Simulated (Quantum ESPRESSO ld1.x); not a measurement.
Input file for ld1.x (Quantum ESPRESSO 7.5):

```
 &input
    zed=33.0,
    iswitch=1,
    rel=2,
    dft='PZ',
    config='[Ne] 3s1 3p6 3d7 4d1',
    rel_dist='average',
    verbosity='high',
    lsmall=.true.,
    prefix='ld1',
    max_out_wfc=37,
    file_charge='ld1.rho',
 /
```

It prints (banner and zero overlaps left out):

```
     Program LD1 v.7.5 starts

     --------------------------- All-electron run ----------------------------

     dirac relativistic calculation

     atomic number is 33.00
     dft =PZ   lsd =0 sic =0 latt =0  beta=0.20 tr2=1.0E-14
     Exchange-correlation= PZ
                           (   1   1   0   0   0   0   0)
     mesh =2013 r(mesh) =  99.43383 a.u. xmin = -8.00 dx = 0.00800
     1 Ry =  13.60569312 eV, c = 137.03599908

     n l j   nl                  e(Ry)          e(Ha)          e(eV)
     Spin orbit split results
     1 0 0.5 1S 1( 2.00)    -874.379204925    -437.189602462 -11896.5351353
     2 0 0.5 2S 1( 2.00)    -123.632236644     -61.816118322  -1682.1022719
     2 1 0.5 2P 1( 2.00)    -112.150335915     -56.075167957  -1525.8830541
     2 1 1.5 2P 1( 4.00)    -109.462774519     -54.731387260  -1489.3169185
     3 0 0.5 3S 1( 1.00)     -27.090342969     -13.545171485   -368.5828930
     3 1 0.5 3P 1( 2.00)     -23.178951308     -11.589475654   -315.3656984
     3 1 1.5 3P 1( 4.00)     -22.760485381     -11.380242691   -309.6721794
     3 2 1.5 3D 1( 2.80)     -16.042399984      -8.021199992   -218.2679711
     3 2 2.5 3D 1( 4.20)     -15.972311370      -7.986155685   -217.3143670
     4 2 1.5 4D 1( 0.40)      -6.580205497      -3.290102749    -89.5282567
     4 2 2.5 4D 1( 0.60)      -6.566517361      -3.283258681    -89.3420201
     Averaged results
     1 0     1S 1( 2.00)    -874.379204925    -437.189602462 -11896.5351353
     2 0     2S 1( 2.00)    -123.632236644     -61.816118322  -1682.1022719
     2 1     2P 1( 6.00)    -110.358628318     -55.179314159  -1501.5056304
     3 0     3S 1( 1.00)     -27.090342969     -13.545171485   -368.5828930
     3 1     3P 1( 6.00)     -22.899974024     -11.449987012   -311.5700191
     3 2     3D 1( 7.00)     -16.000346816      -8.000173408   -217.6958086
     4 2     4D 1( 1.00)      -6.571992615      -3.285996308    -89.4165147

     final scf error:  8.1E-15 reached in  27 iterations

     Etot =   -4449.402488 Ry,   -2224.701244 Ha,  -60537.204827 eV

     Ekin =    4549.237514 Ry,    2274.618757 Ha,   61895.529558 eV
     Encl =  -10407.062888 Ry,   -5203.531444 Ha, -141595.303970 eV
     Eh   =    1556.279243 Ry,     778.139621 Ha,   21174.257789 eV
     Exc  =    -147.856356 Ry,     -73.928178 Ha,   -2011.688204 eV

     normalization and overlap integrals

     s(1S/1S) =  1.000000  <r> =   0.0456  <r2> =    0.0028  r(max) =   0.0298
     LC norm =  0.98576653 + SC norm =  0.01423347 =  1.00000000
     s(2S/2S) =  1.000000  <r> =   0.2026  <r2> =    0.0485  r(max) =   0.1706
     LC norm =  0.99721964 + SC norm =  0.00278036 =  1.00000000
     s(2P/2P) =  1.000000  <r> =   0.1746  <r2> =    0.0374  r(max) =   0.1342
     LC norm =  0.99722414 + SC norm =  0.00277586 =  1.00000000
     s(2P/2P) =  1.000000  <r> =   0.1783  <r2> =    0.0389  r(max) =   0.1374
     LC norm =  0.99728265 + SC norm =  0.00271735 =  1.00000000
     s(3S/3S) =  1.000000  <r> =   0.5748  <r2> =    0.3786  r(max) =   0.5145
     LC norm =  0.99928949 + SC norm =  0.00071051 =  1.00000000
     s(3P/3P) =  1.000000  <r> =   0.5756  <r2> =    0.3856  r(max) =   0.5023
     LC norm =  0.99933026 + SC norm =  0.00066974 =  1.00000000
     s(3P/3P) =  1.000000  <r> =   0.5841  <r2> =    0.3968  r(max) =   0.5104
     LC norm =  0.99934460 + SC norm =  0.00065540 =  1.00000000
     s(3D/3D) =  1.000000  <r> =   0.5736  <r2> =    0.3957  r(max) =   0.4455
     LC norm =  0.99943794 + SC norm =  0.00056206 =  1.00000000
     s(3D/3D) =  1.000000  <r> =   0.5763  <r2> =    0.3992  r(max) =   0.4455
     LC norm =  0.99944174 + SC norm =  0.00055826 =  1.00000000
     s(4D/4D) =  1.000000  <r> =   1.6119  <r2> =    2.9621  r(max) =   1.5030
     LC norm =  0.99985110 + SC norm =  0.00014890 =  1.00000000
     s(4D/4D) =  1.000000  <r> =   1.6157  <r2> =    2.9759  r(max) =   1.5151
     LC norm =  0.99985157 + SC norm =  0.00014843 =  1.00000000

     LC charge = 24.94081253 + SC charge =  0.05918747 = 25.00000000

     ------------------------ End of All-electron run ------------------------
```

Run on one thread of a shared host, so times are rough (Intel(R) Xeon(R) Processor @ 2.60GHz): 0.67 s of CPU time, 0.71 s wall, 27 iterations on 2013 mesh points.
